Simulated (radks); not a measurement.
Charge is removed step by step from the 5p down level of Hg+, starting from [Kr] 4d10 4f14 5s2 5p(up 3, down 3) 5d10 6s1. All-electron calculation, scalar-relativistic Kohn-Sham, PBE, spin-polarised, spherical densities, point nucleus; open shells are filled with parallel spins first (spin-orbit coupling, left out, can overturn this in heavy ions). Program: a radial shooting solver on a logarithmic mesh with Libxc functionals.

| removed (e) | E - E(0) (eV) | eigenvalue (eV) | E minus straight line (eV) |
|---|---|---|---|
| 0 | 0.000 | -75.574 | 0.000 |
| 0.125 | 9.546 | -77.341 | -0.801 |
| 0.25 | 19.315 | -79.135 | -1.379 |
| 0.375 | 29.309 | -80.955 | -1.731 |
| 0.5 | 39.533 | -82.800 | -1.855 |
| 0.625 | 49.988 | -84.669 | -1.746 |
| 0.75 | 60.679 | -86.561 | -1.403 |
| 0.875 | 71.607 | -88.474 | -0.822 |
| 1 | 82.776 | -90.409 | 0.000 |

Removing the whole electron costs 82.776 eV by Delta-SCF, against 75.574 eV from minus the eigenvalue at the starting occupation. Slater's transition state (half an electron removed) gives 82.800 eV. Integrating minus the eigenvalue over the occupation (Janak's theorem) gives 82.864 eV. In this scalar-relativistic scheme the density is built from large components alone, so the theorem holds only approximately. The mean slope of the eigenvalue, de/dn, is 14.8 eV per electron.
